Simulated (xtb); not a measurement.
C (SMILES [C+]), charge +1, doublet, atoms displaced at random by about 0.06 Å a coordinate; GFN2-xTB run with xtb 6.7.1.

Here is a job for xtb.
```
$ xtb mol.xyz --gfn 2 --chrg 1 --uhf 1 --opt --json

# file mol.xyz
1

C     -0.03760232     0.00730675    -0.10441469
```

Task: Write the output that xtb gives for this input, abridged.

Result: 
```
   ID    Z sym.   atoms
    1    6 C      1

           -------------------------------------------------
          |                Calculation Setup                |
           -------------------------------------------------

           -------------------------------------------------
          |                 G F N 2 - x T B                 |
           -------------------------------------------------

          ...................................................
          :                      SETUP                      :
          :.................................................:
          :  # basis functions                   4          :
          :  # atomic orbitals                   4          :
          :  # shells                            2          :
          :  # electrons                         3          :
          :  max. iterations                   250          :
          :  Hamiltonian                  GFN2-xTB          :
          :  restarted?                      false          :
          :  GBSA solvation                  false          :
          :  PC potential                    false          :
          :  electronic temp.          300.0000000     K    :
          :  accuracy                    1.0000000          :
          :  -> integral cutoff          0.2500000E+02      :
          :  -> integral neglect         0.1000000E-07      :
          :  -> SCF convergence          0.1000000E-05 Eh   :
          :  -> wf. convergence          0.1000000E-03 e    :
          :  Broyden damping             0.4000000          :
          :  net charge                          1          :
          :  unpaired electrons                  1          :
          ...................................................

 iter      E             dE          RMSdq      gap      omega  full diag
   1     -0.9226361 -0.922636E+00  0.177E+01    0.00       0.0  T
   2     -0.9226361 -0.203846E-09  0.141E+01    0.00       0.0  T
   3     -0.9231353 -0.499253E-03  0.107E+01    0.00       0.0  T
   4     -0.7940891  0.129046E+00  0.202E+01    0.00       0.0  T
   5     -0.9226361 -0.128547E+00  0.142E+01    0.00       0.0  T
   6     -0.9227036 -0.675961E-04  0.113E+01    0.00       0.0  T
   7     -0.7952039  0.127500E+00  0.195E+01    0.00       0.0  T
   8     -0.9226361 -0.127432E+00  0.139E+01    0.00       0.0  T
   9     -0.9228242 -0.188123E-03  0.111E+01    0.00       0.0  T
  10     -0.7944187  0.128406E+00  0.197E+01    0.00       0.0  T
  11     -0.9226361 -0.128217E+00  0.138E+01    0.00       0.0  T
  12     -0.9229165 -0.280467E-03  0.109E+01    0.00       0.0  T
  13     -0.7942959  0.128621E+00  0.198E+01    0.00       0.0  T
  14     -0.9226361 -0.128340E+00  0.137E+01    0.00       0.0  T
  15     -0.9229646 -0.328508E-03  0.109E+01    0.00       0.0  T
  16     -0.7942615  0.128703E+00  0.198E+01    0.00       0.0  T
  17     -0.9226361 -0.128375E+00  0.137E+01    0.00       0.0  T
  18     -0.9229854 -0.349331E-03  0.109E+01    0.00       0.0  T
  19     -0.7942499  0.128736E+00  0.198E+01    0.00       0.0  T
  20     -0.9226361 -0.128386E+00  0.137E+01    0.00       0.0  T
  21     -0.9229937 -0.357681E-03  0.109E+01    0.00       0.0  T
  22     -0.7942456  0.128748E+00  0.198E+01    0.00       0.0  T
  23     -0.9226361 -0.128390E+00  0.137E+01    0.00       0.0  T
  24     -0.9229970 -0.360927E-03  0.109E+01    0.00       0.0  T
  25     -0.7942440  0.128753E+00  0.198E+01    0.00       0.0  T
  26     -0.9226361 -0.128392E+00  0.137E+01    0.00       0.0  T
  27     -0.9229982 -0.362174E-03  0.109E+01    0.00       0.0  T
  28     -0.7942434  0.128755E+00  0.198E+01    0.00       0.0  T
  29     -0.9226361 -0.128393E+00  0.137E+01    0.00       0.0  T
  30     -0.9229987 -0.362650E-03  0.109E+01    0.00       0.0  T
  31     -0.7942432  0.128756E+00  0.198E+01    0.00       0.0  T
  32     -0.9226361 -0.128393E+00  0.137E+01    0.00       0.0  T
  33     -0.9229989 -0.362832E-03  0.109E+01    0.00       0.0  T
  34     -0.7942431  0.128756E+00  0.198E+01    0.00       0.0  T
  35     -0.9226361 -0.128393E+00  0.137E+01    0.00       0.0  T
  36     -0.9229990 -0.362902E-03  0.109E+01    0.00       0.0  T
  37     -0.7942431  0.128756E+00  0.198E+01    0.00       0.0  T
  38     -0.9226361 -0.128393E+00  0.137E+01    0.00       0.0  T
  39     -0.9229990 -0.362928E-03  0.109E+01    0.00       0.0  T
  40     -0.7942431  0.128756E+00  0.198E+01    0.00       0.0  T
  41     -0.9226361 -0.128393E+00  0.137E+01    0.00       0.0  T
  42     -0.9229990 -0.362938E-03  0.109E+01    0.00       0.0  T
  43     -0.7942431  0.128756E+00  0.198E+01    0.00       0.0  T
  44     -0.9226361 -0.128393E+00  0.137E+01    0.00       0.0  T
  45     -0.9229990 -0.362942E-03  0.109E+01    0.00       0.0  T
  46     -0.7942430  0.128756E+00  0.198E+01    0.00       0.0  T
  47     -0.9226361 -0.128393E+00  0.137E+01    0.00       0.0  T
  48     -0.9229990 -0.362943E-03  0.109E+01    0.00       0.0  T
  49     -0.7942430  0.128756E+00  0.198E+01    0.00       0.0  T
  50     -0.9226361 -0.128393E+00  0.137E+01    0.00       0.0  T
  51     -0.9229990 -0.362944E-03  0.109E+01    0.00       0.0  T
  52     -0.7942430  0.128756E+00  0.198E+01    0.00       0.0  T
  53     -0.9226361 -0.128393E+00  0.137E+01    0.00       0.0  T
  54     -0.9229990 -0.362944E-03  0.109E+01    0.00       0.0  T
  55     -0.7942430  0.128756E+00  0.198E+01    0.00       0.0  T
  56     -0.9226361 -0.128393E+00  0.137E+01    0.00       0.0  T
  57     -0.9229990 -0.362944E-03  0.109E+01    0.00       0.0  T
  58     -0.7942430  0.128756E+00  0.198E+01    0.00       0.0  T
  59     -0.9226361 -0.128393E+00  0.137E+01    0.00       0.0  T
  60     -0.9229990 -0.362944E-03  0.109E+01    0.00       0.0  T
  61     -0.7942430  0.128756E+00  0.198E+01    0.00       0.0  T
  62     -0.9226361 -0.128393E+00  0.137E+01    0.00       0.0  T
[...]
 178     -0.7942430  0.128756E+00  0.198E+01    0.00       0.0  T
 179     -0.9226361 -0.128393E+00  0.137E+01    0.00       0.0  T
 180     -0.9229990 -0.362944E-03  0.109E+01    0.00       0.0  T
 181     -0.7942430  0.128756E+00  0.198E+01    0.00       0.0  T
 182     -0.9226361 -0.128393E+00  0.137E+01    0.00       0.0  T
 183     -0.9229990 -0.362944E-03  0.109E+01    0.00       0.0  T
 184     -0.7942430  0.128756E+00  0.198E+01    0.00       0.0  T
 185     -0.9226361 -0.128393E+00  0.137E+01    0.00       0.0  T
 186     -0.9229990 -0.362944E-03  0.109E+01    0.00       0.0  T
 187     -0.7942430  0.128756E+00  0.198E+01    0.00       0.0  T
 188     -0.9226361 -0.128393E+00  0.137E+01    0.00       0.0  T
 189     -0.9229990 -0.362944E-03  0.109E+01    0.00       0.0  T
 190     -0.7942430  0.128756E+00  0.198E+01    0.00       0.0  T
 191     -0.9226361 -0.128393E+00  0.137E+01    0.00       0.0  T
 192     -0.9229990 -0.362944E-03  0.109E+01    0.00       0.0  T
 193     -0.7942430  0.128756E+00  0.198E+01    0.00       0.0  T
 194     -0.9226361 -0.128393E+00  0.137E+01    0.00       0.0  T
 195     -0.9229990 -0.362944E-03  0.109E+01    0.00       0.0  T
 196     -0.7942430  0.128756E+00  0.198E+01    0.00       0.0  T
 197     -0.9226361 -0.128393E+00  0.137E+01    0.00       0.0  T
 198     -0.9229990 -0.362944E-03  0.109E+01    0.00       0.0  T
 199     -0.7942430  0.128756E+00  0.198E+01    0.00       0.0  T
 200     -0.9226361 -0.128393E+00  0.137E+01    0.00       0.0  T
 201     -0.9229990 -0.362944E-03  0.109E+01    0.00       0.0  T
 202     -0.7942430  0.128756E+00  0.198E+01    0.00       0.0  T
 203     -0.9226361 -0.128393E+00  0.137E+01    0.00       0.0  T
 204     -0.9229990 -0.362944E-03  0.109E+01    0.00       0.0  T
 205     -0.7942430  0.128756E+00  0.198E+01    0.00       0.0  T
 206     -0.9226361 -0.128393E+00  0.137E+01    0.00       0.0  T
 207     -0.9229990 -0.362944E-03  0.109E+01    0.00       0.0  T
 208     -0.7942430  0.128756E+00  0.198E+01    0.00       0.0  T
 209     -0.9226361 -0.128393E+00  0.137E+01    0.00       0.0  T
 210     -0.9229990 -0.362944E-03  0.109E+01    0.00       0.0  T
 211     -0.7942430  0.128756E+00  0.198E+01    0.00       0.0  T
 212     -0.9226361 -0.128393E+00  0.137E+01    0.00       0.0  T
 213     -0.9229990 -0.362944E-03  0.109E+01    0.00       0.0  T
 214     -0.7942430  0.128756E+00  0.198E+01    0.00       0.0  T
 215     -0.9226361 -0.128393E+00  0.137E+01    0.00       0.0  T
 216     -0.9229990 -0.362944E-03  0.109E+01    0.00       0.0  T
 217     -0.7942430  0.128756E+00  0.198E+01    0.00       0.0  T
 218     -0.9226361 -0.128393E+00  0.137E+01    0.00       0.0  T
 219     -0.9229990 -0.362944E-03  0.109E+01    0.00       0.0  T
 220     -0.7942430  0.128756E+00  0.198E+01    0.00       0.0  T
 221     -0.9226361 -0.128393E+00  0.137E+01    0.00       0.0  T
 222     -0.9229990 -0.362944E-03  0.109E+01    0.00       0.0  T
 223     -0.7942430  0.128756E+00  0.198E+01    0.00       0.0  T
 224     -0.9226361 -0.128393E+00  0.137E+01    0.00       0.0  T
 225     -0.9229990 -0.362944E-03  0.109E+01    0.00       0.0  T
 226     -0.7942430  0.128756E+00  0.198E+01    0.00       0.0  T
 227     -0.9226361 -0.128393E+00  0.137E+01    0.00       0.0  T
 228     -0.9229990 -0.362944E-03  0.109E+01    0.00       0.0  T
 229     -0.7942430  0.128756E+00  0.198E+01    0.00       0.0  T
 230     -0.9226361 -0.128393E+00  0.137E+01    0.00       0.0  T
 231     -0.9229990 -0.362944E-03  0.109E+01    0.00       0.0  T
 232     -0.7942430  0.128756E+00  0.198E+01    0.00       0.0  T
 233     -0.9226361 -0.128393E+00  0.137E+01    0.00       0.0  T
 234     -0.9229990 -0.362944E-03  0.109E+01    0.00       0.0  T
 235     -0.7942430  0.128756E+00  0.198E+01    0.00       0.0  T
 236     -0.9226361 -0.128393E+00  0.137E+01    0.00       0.0  T
 237     -0.9229990 -0.362944E-03  0.109E+01    0.00       0.0  T
 238     -0.7942430  0.128756E+00  0.198E+01    0.00       0.0  T
 239     -0.9226361 -0.128393E+00  0.137E+01    0.00       0.0  T
 240     -0.9229990 -0.362944E-03  0.109E+01    0.00       0.0  T
 241     -0.7942430  0.128756E+00  0.198E+01    0.00       0.0  T
 242     -0.9226361 -0.128393E+00  0.137E+01    0.00       0.0  T
 243     -0.9229990 -0.362944E-03  0.109E+01    0.00       0.0  T
 244     -0.7942430  0.128756E+00  0.198E+01    0.00       0.0  T
 245     -0.9226361 -0.128393E+00  0.137E+01    0.00       0.0  T
 246     -0.9229990 -0.362944E-03  0.109E+01    0.00       0.0  T
 247     -0.7942430  0.128756E+00  0.198E+01    0.00       0.0  T
 248     -0.9226361 -0.128393E+00  0.137E+01    0.00       0.0  T
 249     -0.9229990 -0.362944E-03  0.109E+01    0.00       0.0  T
 250     -0.7942430  0.128756E+00  0.198E+01    0.00       0.0  T

   *** convergence criteria cannot be satisfied within 250 iterations ***

         #    Occupation            Energy/Eh            Energy/eV
      -------------------------------------------------------------
         1        0.9998           -1.1233036             -30.5666
         2        0.9998           -1.1233036             -30.5666 (HOMO)
         3        0.9998           -1.1233036             -30.5666 (LUMO)
         4        0.0006           -1.1153881             -30.3513
      -------------------------------------------------------------
                  HL-Gap            0.0000000 Eh            0.0000 eV
             Fermi-level           -1.1233040 Eh          -30.5667 eV

ERROR STOP

Error termination. Backtrace:

########################################################################
[ERROR] Program stopped due to fatal error
-3- Single point calculation terminated
-2- xtb_calculator_singlepoint: Electronic structure method terminated
-1- scf: Self consistent charge iterator did not converge
########################################################################

abnormal termination of xtb
```

The run did not converge; its last values are not results.
